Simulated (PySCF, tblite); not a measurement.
Species: C₉H₆ClFO.
Numbering: `[CH2:1]=[CH:2][c:3]1[cH:4][cH:5][c:6]([F:7])[cH:8][c:9]1[C:10](=[O:11])[Cl:12]` (hydrogens: H13, H14 on C1; H15 on C2; H16 on C4; H17 on C5; H18 on C8)

Computed geometry: GFN2-xTB, gas phase.

Give the optimised bond lengths and angles.

```csv
bond,length (bohr),order
C1=C2,2.506,double
C2–C3,2.759,single
C3–C4,2.637,aromatic
C4–C5,2.609,aromatic
C5–C6,2.618,aromatic
C6–F7,2.540,single
C6–C8,2.610,aromatic
C8–C9,2.632,aromatic
C9–C10,2.781,single
C10=O11,2.239,double
C10–Cl12,3.367,single
C3–C9,2.652,aromatic
C1–H13,2.036,single
C1–H14,2.033,single
C2–H15,2.045,single
C4–H16,2.040,single
C5–H17,2.038,single
C8–H18,2.038,single
```

Orders are formal, as drawn. A selection of angles:
```csv
angle,degrees
C1–C2–C3,124.5
C2–C3–C4,119.2
C2–C3–C9,122.4
C4–C3–C9,118.3
C3–C4–C5,121.6
C4–C5–C6,118.7
C5–C6–F7,119.3
C5–C6–C8,121.7
F7–C6–C8,119.1
C6–C8–C9,119.1
C8–C9–C10,115.8
C3–C9–C8,120.6
C3–C9–C10,123.5
C9–C10–O11,128.7
C9–C10–Cl12,111.2
O11–C10–Cl12,119.8
```

Dihedral angles: C1–C2–C3–C4 -144° (anticlinal); C8–C9–C10–O11 52° (synclinal). The mirror-image conformer, all signs reversed, is as good.

The 6-membered ring C3–C4–C5–C6–C8–C9 has internal angles of 118.3° to 121.7° (sum 720°, against 720° for a flat polygon); it is almost planar, 0.01 Å rms from its mean plane, widest ring torsion 3°. The C–C distances run from 1.326 Å (C1=C2, drawn double) to 1.471 Å (C9–C10, drawn single), a spread of 0.145 Å. Of the pairs four or more bonds apart, C10···H13 is among the closest relative to their van der Waals radii: 2.49 Å, 86 % of the sum of Bondi's values.

Point group: C1 (no symmetry element, even within 0.4 Å). Its GFN2-xTB frequencies are all real (lowest 55 cm⁻¹). The numbers are those of one conformer. 3 starts were optimised and ended at 0.00, 0.34 and 5.50 kcal/mol (GFN2-xTB); the lowest of these is shown.
